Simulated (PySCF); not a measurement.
`InChI=1S/C5H4N2Si/c6-3-1-2-5(8)4-7/h1H,8H3`

Geometry (Å), atoms numbered from 1 in this order:
```xyz
12

N     3.792   -0.320   -0.925
C     2.880   -0.253   -0.213
C     1.773   -0.182    0.686
C     0.537    0.011    0.280
C    -0.705    0.144   -0.121
Si   -1.728   -1.414   -0.539
C    -1.321    1.425   -0.267
N    -1.882    2.431   -0.402
H     1.982   -0.291    1.758
H    -2.951   -1.406    0.311
H    -2.095   -1.358   -1.980
H    -0.862   -2.586   -0.239
```

Level of theory: PySCF 2.14.0, TDDFT CAM-B3LYP/aug-cc-pVDZ circular dichroism and optical rotation, one conformer, gas phase. Geometry: PBE0-D3(BJ)/def2-SVP.

No stereocentre is labelled: unless the shape is locked (an allene, a helicene, a hindered biaryl), the mirror image is equally populated and a measured rotation or CD is zero.

Question: Give the optical rotatory dispersion at 633, 589.3, 546, 436, 405, 365, 355 nm.

Answer: [α] in deg dm⁻¹ (g/mL)⁻¹:
| λ (nm) | origin-invariant length gauge | modified velocity gauge | length gauge (centre of mass) | isotropic polarisability (au) |
| --- | --- | --- | --- | --- |
| 633 | +127.5 | +127.6 | +125.5 | 107.1 |
| 589.3 | +152.9 | +152.9 | +150.5 | 107.8 |
| 546 | +186.9 | +186.7 | +183.9 | 108.8 |
| 436 | +358.4 | +356.9 | +352.8 | 112.7 |
| 405 | +455.8 | +453.2 | +448.7 | 114.7 |
| 365 | +661.5 | +656.2 | +651.4 | 118.2 |
| 355 | +736.9 | +730.5 | +725.7 | 119.3 |

Question: And for the mirror image at 589.3 nm?

Answer: -152.9 deg dm⁻¹ (g/mL)⁻¹ (origin-invariant length gauge): the same size and the opposite sign.

Question: What is the molar rotation [Φ] = [α]·M/100 of the geometry above at 589.3 nm?

Answer: With M = 120.19 g/mol, +183.8 deg cm² dmol⁻¹ (origin-invariant length gauge).

The first excitation lies at 5.01 eV (248 nm) with R = +2.6 × 10⁻⁴⁰ esu² cm² (velocity form).
